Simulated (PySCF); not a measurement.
# TDDFT excited states: C3H2ClN3O2Si

C₃H₂ClN₃O₂Si.
Cartesian coordinates in Å at the GFN2-xTB level; atoms count from 1:
```xyz
12
C3H2ClN3O2Si angstrom
N     -4.1658    0.6056    0.5755
C     -3.1207    0.1436    0.5392
C     -1.8245   -0.4163    0.4888
N     -0.7037    0.2316    0.3445
C      0.2220   -0.7700    0.3557
O      1.4926   -0.5629    0.2332
Si     2.2309    0.9090    0.0179
Cl     4.1204    0.3331   -0.1141
N     -0.3138   -1.9588    0.5002
O     -1.6409   -1.7376    0.5873
H      1.7324    1.4946   -1.2171
H      1.9722    1.7275    1.1923
```

Theory: TDDFT PBE0/def2-SVPD, vertical, gas phase, core orbitals frozen in the response (PySCF).

**Question.** List the vertical singlet excitations with oscillator strengths and describe the spectrum.

**Answer.** 

| state | E (eV) | λ (nm) | f | \|μ\| (D) | symmetry | main configurations (H = HOMO, L = LUMO) |
| --- | --- | --- | --- | --- | --- | --- |
| S1 | 5.22 | 237.5 | 0.132 | 2.59 | A′ | H→L (95%) |
| S2 | 5.24 | 236.7 | 0.0041 | 0.45 | A″ | H-1→L (98%) |
| S3 | 6.26 | 198.0 | 0.0075 | 0.56 | A′ | H-2→L (46%), H-5→L (44%) |
| S4 | 6.27 | 197.8 | 0.0080 | 0.58 | A′ | H-2→L (51%), H-5→L (39%) |
| S5 | 6.56 | 189.0 | 0.0008 | 0.18 | – | H→L+1 (74%), H-7→L (9%) |
| S6 | 6.58 | 188.4 | 0.156 | 2.50 | A′ | H-3→L (68%), H-4→L (17%) |

Triplets (Tamm–Dancoff): T1 3.58 eV, H→L (89%); T2 4.74 eV, H-1→L (95%).

The lowest singlet lies at 5.22 eV (237 nm, ultraviolet) and is of moderate strength; its leading configuration is HOMO→LUMO (95%). The strongest level in the table is S6 at 6.58 eV (188 nm, f = 0.156). It is the last of those listed, so stronger ones may follow. S3/S4 lie within about 0.01 eV of each other. Löwdin shares by element: HOMO nitrogen 33% or more, oxygen 30%, carbon 12% or more (atoms not listed hold the other 25%); LUMO nitrogen 35% or more, carbon 21% or more, oxygen 14% or more (atoms not listed hold the other 30%). The listed states span 1.36 eV, and the widest gap between neighbours is 1.03 eV (S2 to S3). Of the 6 states listed, 2 reach f = 0.01 and none stays under 0.0005. Weighted by f, the mean energy of these states is 5.97 eV. Symmetry labels in Cs follow from the direction of the transition dipole and are given only for states with f of 0.002 or more. The window holds the lowest 6 singlets.

One conformer stands for the species.
